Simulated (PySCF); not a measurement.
H12O6Ti (SMILES [OH2]->[Ti+3](<-[OH2])(<-[OH2])(<-[OH2])(<-[OH2])<-[OH2]), charge +3, doublet, at a GFN2-xTB geometry (such geometries of metal compounds can be far from the true shape); DF-BHANDHLYP/STO-3G in PySCF.

PySCF was given this input:
```python
from pyscf import gto, scf, dft

mol = gto.M(
    atom='''
Ti    0.00000000   -0.00000000    0.00000000
O    -0.62795870    1.69434690   -0.91677950
H    -1.52378457    2.08531234   -0.97029631
H    -0.07297740    2.32338839   -1.42299588
O     1.55687199    1.05393829    0.75564005
H     1.51375231    1.93929188    1.17306331
H     2.50792783    0.82637641    0.79957606
O     1.04511822   -0.45152455   -1.67615085
H     1.96574695   -0.76859606   -1.77680075
H     0.72000546   -0.39573026   -2.59872397
O    -1.04511822    0.45152455    1.67615085
H    -1.96574695    0.76859606    1.77680075
H    -0.72000546    0.39573026    2.59872397
O    -1.55687199   -1.05393829   -0.75564005
H    -1.51375231   -1.93929188   -1.17306331
H    -2.50792783   -0.82637641   -0.79957606
O     0.62795870   -1.69434690    0.91677950
H     0.07297740   -2.32338839    1.42299588
H     1.52378457   -2.08531234    0.97029631
''',
    basis='sto-3g',
    charge=3,
    spin=1,
    verbose=4,
)

mf = dft.UKS(mol)
mf.xc = 'bhandhlyp'
mf = mf.density_fit(auxbasis='def2-universal-jkfit')
mf.kernel()
```

What the program printed (banner, timings and long lists left out):

```
PySCF version 2.14.0

[INPUT] verbose = 4
[INPUT] num. atoms = 19
[INPUT] num. electrons = 79
[INPUT] charge = 3
[INPUT] spin (= nelec alpha-beta = 2S) = 1
[INPUT] symmetry False subgroup None
[INPUT] Mole.unit = angstrom
[INPUT] Symbol           X                Y                Z      unit          X                Y                Z       unit  Magmom
[INPUT]  1 Ti     0.000000000000   0.000000000000   0.000000000000 AA    0.000000000000   0.000000000000   0.000000000000 Bohr   0.0
[INPUT]  2 O     -0.627958700000   1.694346900000  -0.916779500000 AA   -1.186669960538   3.201851601006  -1.732462171616 Bohr   0.0
[INPUT]  3 H     -1.523784570000   2.085312340000  -0.970296310000 AA   -2.879535510138   3.940669206776  -1.833594285576 Bohr   0.0
[INPUT]  4 H     -0.072977400000   2.323388390000  -1.422995880000 AA   -0.137907299283   4.390567738094  -2.689072489584 Bohr   0.0
[INPUT]  5 O      1.556871990000   1.053938290000   0.755640050000 AA    2.942061672107   1.991654720292   1.427952743253 Bohr   0.0
[INPUT]  6 H      1.513752310000   1.939291880000   1.173063310000 AA    2.860577286328   3.664730528793   2.216768382676 Bohr   0.0
[INPUT]  7 H      2.507927830000   0.826376410000   0.799576060000 AA    4.739296738875   1.561625090701   1.510979769159 Bohr   0.0
[INPUT]  8 O      1.045118220000  -0.451524550000  -1.676150850000 AA    1.974987203593  -0.853257738017  -3.167466049957 Bohr   0.0
[INPUT]  9 H      1.965746950000  -0.768596060000  -1.776800750000 AA    3.714723365699  -1.452436053820  -3.357666795422 Bohr   0.0
[INPUT] 10 H      0.720005460000  -0.395730260000  -2.598723970000 AA    1.360613127591  -0.747821810603  -4.910876576642 Bohr   0.0
[INPUT] 11 O     -1.045118220000   0.451524550000   1.676150850000 AA   -1.974987203593   0.853257738017   3.167466049957 Bohr   0.0
[INPUT] 12 H     -1.965746950000   0.768596060000   1.776800750000 AA   -3.714723365699   1.452436053820   3.357666795422 Bohr   0.0
[INPUT] 13 H     -0.720005460000   0.395730260000   2.598723970000 AA   -1.360613127591   0.747821810603   4.910876576642 Bohr   0.0
[INPUT] 14 O     -1.556871990000  -1.053938290000  -0.755640050000 AA   -2.942061672107  -1.991654720292  -1.427952743253 Bohr   0.0
[INPUT] 15 H     -1.513752310000  -1.939291880000  -1.173063310000 AA   -2.860577286328  -3.664730528793  -2.216768382676 Bohr   0.0
[INPUT] 16 H     -2.507927830000  -0.826376410000  -0.799576060000 AA   -4.739296738875  -1.561625090701  -1.510979769159 Bohr   0.0
[INPUT] 17 O      0.627958700000  -1.694346900000   0.916779500000 AA    1.186669960538  -3.201851601006   1.732462171616 Bohr   0.0
[INPUT] 18 H      0.072977400000  -2.323388390000   1.422995880000 AA    0.137907299283  -4.390567738094   2.689072489584 Bohr   0.0
[INPUT] 19 H      1.523784570000  -2.085312340000   0.970296310000 AA    2.879535510138  -3.940669206776   1.833594285576 Bohr   0.0

nuclear repulsion = 626.725863331938
number of shells = 38
number of NR pGTOs = 180
number of NR cGTOs = 60
basis = sto-3g
ecp = {}

******** <class 'pyscf.df.df_jk.DFUKS'> ********
method = DFUKS
initial guess = minao
damping factor = 0
level_shift factor = 0
DIIS = <class 'pyscf.scf.diis.CDIIS'>
diis_start_cycle = 1
diis_space = 8
diis_damp = 0
SCF conv_tol = 1e-09
SCF conv_tol_grad = None
SCF max_cycles = 50
direct_scf = False
number electrons alpha = 40  beta = 39
XC library pyscf.dft.libxc version 7.1.2
    S. Lehtola, C. Steigemann, M. J. T. Oliveira, and M. A. L. Marques,  SoftwareX 7, 1–5 (2018)
XC functionals = bhandhlyp
    A. D. Becke,  J. Chem. Phys. 98, 1372 (1993)
    Defined through Gaussian implementation.
radial grids:
    Treutler-Ahlrichs [JCP 102, 346 (1995); DOI:10.1063/1.469408] (M4) radial grids

becke partition: Becke, JCP 88, 2547 (1988); DOI:10.1063/1.454033
pruning grids: <function nwchem_prune>
grids dens level: 3
symmetrized grids: False
atomic radii adjust function: <function treutler_atomic_radii_adjust>
small_rho_cutoff = 0
Set gradient conv threshold to 3.16228e-05
tot grids = 223096
******** <class 'pyscf.df.df.DF'> ********
auxbasis = def2-universal-jkfit
init E= -1292.80041904018

cycle= 1 E= -1291.96866022688  delta_E= 0.832  |g|= 0.546  |ddm|= 3.44
cycle= 2 E= -1292.1101053987  delta_E= -0.141  |g|= 0.309  |ddm|= 1.02
cycle= 3 E= -1292.16330884178  delta_E= -0.0532  |g|= 0.0202  |ddm|= 0.36
cycle= 4 E= -1292.16368436916  delta_E= -0.000376  |g|= 0.00579  |ddm|= 0.0495
cycle= 5 E= -1292.163723936  delta_E= -3.96e-05  |g|= 0.00105  |ddm|= 0.0161
cycle= 6 E= -1292.16372807013  delta_E= -4.13e-06  |g|= 0.000259  |ddm|= 0.00858
cycle= 7 E= -1292.16372830648  delta_E= -2.36e-07  |g|= 3.79e-05  |ddm|= 0.00242
cycle= 8 E= -1292.16372830896  delta_E= -2.48e-09  |g|= 9.03e-06  |ddm|= 0.000143
cycle= 9 E= -1292.16372830911  delta_E= -1.51e-10  |g|= 1.37e-06  |ddm|= 3.16e-05
Extra cycle  E= -1292.16372830913  delta_E= -1.27e-11  |g|= 6.26e-07  |ddm|= 3.8e-06
converged SCF energy = -1292.16372830913  <S^2> = 0.75073695  2S+1 = 2.0007368
```
